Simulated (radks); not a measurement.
Trend from Lu+ to Hg+: ionisation energy by Delta-SCF between NIST ground configurations, and size. All-electron calculation, Dirac Kohn-Sham, BLYP, spin-unpolarised, spherical densities, finite nucleus; open shells fill j = l - 1/2 first; Fermi nuclear charge, rms radius of each element as measured or else 0.836 A^(1/3) + 0.57 fm. Program: a radial shooting solver on a logarithmic mesh with Libxc functionals.

Lu+: configuration [Xe] 4f14 6s2; configuration of the ion [Xe] 4f14 6s1; IE (eV) 14.286; NIST (eV) 14.13; kind semi-emp.; -e(HOMO) (eV) 10.977 (6s1/2); outermost 6s1/2; <r> outermost (bohr) 3.26; r at 0.001 e/bohr^3 (bohr) 4.62
Hf+: configuration [Xe] 4f14 5d1 6s2; configuration of the ion [Xe] 4f14 5d2; IE (eV) 15.453; NIST (eV) 14.61; kind theory; -e(HOMO) (eV) 10.830 (5d3/2); outermost 6s1/2; <r> outermost (bohr) 3.12; r at 0.001 e/bohr^3 (bohr) 4.58
Ta+: configuration [Xe] 4f14 5d3 6s1; configuration of the ion [Xe] 4f14 5d3; IE (eV) 14.943; NIST (eV) 16.2; kind semi-emp.; -e(HOMO) (eV) 10.571 (5d3/2); outermost 6s1/2; <r> outermost (bohr) 3.09; r at 0.001 e/bohr^3 (bohr) 4.38
W+: configuration [Xe] 4f14 5d4 6s1; configuration of the ion [Xe] 4f14 5d4; IE (eV) 15.614; NIST (eV) 16.4; kind semi-emp.; -e(HOMO) (eV) 11.806 (5d3/2); outermost 6s1/2; <r> outermost (bohr) 2.98; r at 0.001 e/bohr^3 (bohr) 4.32
Re+: configuration [Xe] 4f14 5d5 6s1; configuration of the ion [Xe] 4f14 5d5; IE (eV) 16.281; NIST (eV) 16.6; kind semi-emp.; -e(HOMO) (eV) 12.233 (5d5/2); outermost 6s1/2; <r> outermost (bohr) 2.89; r at 0.001 e/bohr^3 (bohr) 4.25
Os+: configuration [Xe] 4f14 5d6 6s1; configuration of the ion [Xe] 4f14 5d6; IE (eV) 16.899; NIST (eV) 17; kind semi-emp.; -e(HOMO) (eV) 13.066 (6s1/2); outermost 6s1/2; <r> outermost (bohr) 2.80; r at 0.001 e/bohr^3 (bohr) 4.18
Ir+: configuration [Xe] 4f14 5d7 6s1; configuration of the ion [Xe] 4f14 5d7; IE (eV) 17.480; NIST (eV) 17.0; kind semi-emp.; -e(HOMO) (eV) 13.522 (6s1/2); outermost 6s1/2; <r> outermost (bohr) 2.72; r at 0.001 e/bohr^3 (bohr) 4.11
Pt+: configuration [Xe] 4f14 5d9; configuration of the ion [Xe] 4f14 5d8; IE (eV) 19.242; NIST (eV) 18.6; kind exp.; -e(HOMO) (eV) 13.655 (5d5/2); outermost 5d5/2; <r> outermost (bohr) 1.69; r at 0.001 e/bohr^3 (bohr) 3.88
Au+: configuration [Xe] 4f14 5d10; configuration of the ion [Xe] 4f14 5d9; IE (eV) 20.453; NIST (eV) 20.20; kind exp.; -e(HOMO) (eV) 14.651 (5d5/2); outermost 5d5/2; <r> outermost (bohr) 1.61; r at 0.001 e/bohr^3 (bohr) 3.81
Hg+: configuration [Xe] 4f14 5d10 6s1; configuration of the ion [Xe] 4f14 5d10; IE (eV) 19.070; NIST (eV) 18.757; kind exp.; -e(HOMO) (eV) 14.757 (6s1/2); outermost 6s1/2; <r> outermost (bohr) 2.52; r at 0.001 e/bohr^3 (bohr) 3.91

Reference values: NIST Atomic Spectra Database (exp. = measured, semi-emp. = semi-empirical, theory = theoretical value adopted there). Spin polarisation and multiplet splitting are left out, so open shells lie too high by an amount that depends on their filling.

Beside tabulated values, note that spin-unpolarised runs miss the spin-polarisation part of the exchange energy of open shells.
